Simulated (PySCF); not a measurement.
Dipole moment and polarisability of `CC(C)[BH2-][NH3+]`

C3H12BN.
SMILES with atom numbers: `[CH3:1][CH:2]([CH3:3])[BH2-:4][NH3+:5]` (hydrogens: H6, H7, H8 on C1; H9 on C2; H10, H11, H12 on C3; H13, H14 on B4; H15, H16, H17 on N5)

Cartesian coordinates in Å at the PBE0-D3(BJ)/def2-SVP level; atoms count from 1:
```xyz
17
C3H12BN angstrom
C     -0.813    1.292    0.465
C     -0.551   -0.215    0.472
C     -1.785   -0.969   -0.013
B      0.731   -0.645   -0.419
N      2.046    0.126    0.178
H     -1.710    1.568    1.047
H     -0.965    1.658   -0.565
H      0.019    1.878    0.899
H     -0.376   -0.519    1.526
H     -2.682   -0.741    0.591
H     -1.626   -2.058    0.017
H     -2.017   -0.705   -1.059
H      0.659   -0.266   -1.588
H      1.013   -1.839   -0.337
H      2.217   -0.135    1.150
H      1.919    1.139    0.148
H      2.880   -0.104   -0.362
```

Level: PBE0/def2-SVPD (PySCF), static field, nuclei fixed, core orbitals frozen in the response. The polarisability tensor in these axes (au):

```
x   73.48  0.59 -0.49
y    0.59 68.16  2.04
z   -0.49  2.04 62.37
```

Task: Diagonalise the tensor; give its mean and Δα, where Δα² is half the sum of the squared differences of the eigenvalues.

Result: Principal values 61.69, 68.77 and 73.56 au; mean 68.00 au = 10.08 Å³ = 11.21 × 10⁻⁴⁰ C²·m²/J; Δα = 10.35 au (15 % of the mean).

Task: What is the dipole moment, and where does it point?

Result: (4.23, 2.16, 1.86) D, 5.10 D in size, pointing from the negative to the positive side. Measured along this direction, the outermost atoms are H12 and H10 at the negative end and H17, H15 and H16 at the positive end.

Task: Find the Langevin capture rate constant for H3O+ (19.018 u) meeting this molecule (73.106 u), k = 2.342 × 10⁻⁹ cm³/s × √(α in Å³ / reduced mass in u).

Result: The reduced mass is 15.09 u, so k = 1.91 × 10⁻⁹ cm³/s. The formula leaves out the permanent dipole, which adds to the capture rate.

Task: What are the principal values of the traceless quadrupole moment, Θ = ½Σq(3rr − r²1), about the centre of nuclear charge?

Result: -10.13, -4.39, 14.52 D·Å. The values depend on the origin, since the dipole doesn't vanish. The electronic extent ⟨r²⟩ about the same centre is 587 bohr², a root-mean-square distance of 1.98 Å for the 42 electrons.

Task: Orientational against electronic polarisability at 298 K (dilute gas, rigid molecules)?

Result: In Gaussian units μ²/3kT = 211.01 Å³ against 10.08 Å³, a ratio of 20.94; the Debye molar polarisation (4π/3)N_A(α + μ²/3kT) is 557.7 cm³/mol, leaving out the vibrational part.

The structure is a single PBE0-D3(BJ)/def2-SVP conformer in the gas phase; no vibrational or solvent corrections.
